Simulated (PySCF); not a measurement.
Computed spin Hamiltonian

Compound: C₅H₆ClF (charge +1 and doublet state).
Cartesian coordinates in Å at the GFN2-xTB level; atoms count from 1:
```xyz
13
C5H6ClF angstrom
C      1.716   -0.169   -1.213
C      0.691    0.193   -0.517
C     -0.682    0.358   -0.085
C     -1.518   -0.833    0.299
C      0.396    0.828    0.898
F      0.686    0.045    1.929
Cl     0.801    2.469    1.156
H      1.591   -0.650   -2.178
H      2.745   -0.025   -0.910
H     -1.228    1.181   -0.543
H     -1.997   -1.220   -0.601
H     -2.280   -0.539    1.017
H     -0.924   -1.637    0.730
```

Identity: `[CH2+][C]1[C@@H](C)[C@]1(F)Cl` [radical] (charge +1).

Level of theory: UKS B3LYP, pcH-1 on C Cl F H, non-relativistic, mean-field spin-orbit, GIAO (PySCF 2.14.0). Isolated species at its GFN2-xTB geometry (one conformer only). The geometry wasn't refined by DFT: couplings that depend on bond lengths, twists or pyramidal angles can differ widely from those at the functional's own minimum, by a factor of two or more for some ions and for spin on atoms past the first row. The SCF solution wasn't tested for stability.

| Item | Value |
| --- | --- |
| g1, g2, g3 | 2.00199, 2.01747, 2.03173 |
| g_iso | 2.01706 |
| Form of g | rhombic: the two nearest values differ by 48 % of g3 − g1 |
| ⟨S²⟩ | 0.7529 (exact 0.7500) |
| α and β electrons | 31, 30 |
| Total energy | -753.78333 Eh |
| Basis functions | 245 |

Isotropic coupling and dipolar principal values T1 to T3, in MHz:

```csv
atom,isotope,a_iso,of which spin–orbit,T1,T2,T3,Mulliken spin population
C1,13C,-9.3,0.0,-9.2,-1.0,10.2,-0.03
C2,13C,9.2,0.2,-27.2,-23.2,50.4,0.25
C3,13C,7.0,0.3,-15.6,-12.8,28.4,0.07
C4,13C,6.3,0.1,-4.8,-4.4,9.2,0.03
C5,13C,10.9,0.8,-38.2,-36.7,74.9,0.27
F6,19F,93.8,6.6,-192.7,-184.4,377.1,0.08
Cl7,35Cl,11.7,2.3,-47.7,-43.5,91.1,0.23
H8,1H,119.3,0.0,-3.9,-1.9,5.8,0.04
H9,1H,57.4,0.0,-4.5,-3.0,7.5,0.02
H10,1H,53.5,0.1,-7.5,-0.6,8.1,0.02
H11,1H,34.5,0.0,-3.5,-0.4,3.9,0.01
H12,1H,0.8,0.0,-3.5,-0.1,3.6,0.00
H13,1H,10.4,0.0,-3.7,-2.0,5.8,0.00
```

The Mulliken spin populations are largest on C5 (+0.27), C2 (+0.25), Cl7 (+0.23) and F6 (+0.08). Three atoms exceed +0.15.

The SMILES `[CH2+][C]1[C@@H](C)[C@]1(F)Cl` draws the unpaired electron on C2, whose computed spin population is only +0.25.

Axes: g1 points within 9° of the C2–C3 bond.

Under fast tumbling the dipolar parts average out, and these isotropic splittings remain: 1 × 1H (H8, I = 1/2, 2 lines) with 4.23 mT, 1 × 19F (F6, I = 1/2, 2 lines) with 3.32 mT, 1 × 1H (H9, I = 1/2, 2 lines) with 2.03 mT, 1 × 1H (H10, I = 1/2, 2 lines) with 1.89 mT, 3 × 1H (H11/H12/H13, I = 1/2, 4 lines) with 0.54 mT and 1 × 35Cl (Cl7, I = 3/2, 4 lines) with 0.41 mT.

Nuclei that the bonding pattern makes equivalent are averaged, as if the motion that swaps them (rotation, inversion, ring flip) were fast. H8 and H9 aren't averaged: C1 is flat or nearly so (angle sum 360°), and its turn about the short C1–C2 bond (1.29 Å) is taken as slow. The three 1H nuclei of mean +15.3 MHz run from 0.8 to 34.5 MHz in the frozen geometry.

Main isotope only: 35Cl (natural samples also hold 24 % 37Cl, magnetic too, which adds its own pattern).

The 13C coupling of C5 (10.9 MHz) shows only in satellite lines or after enrichment, since that isotope makes up about 1.07 % of natural carbon.
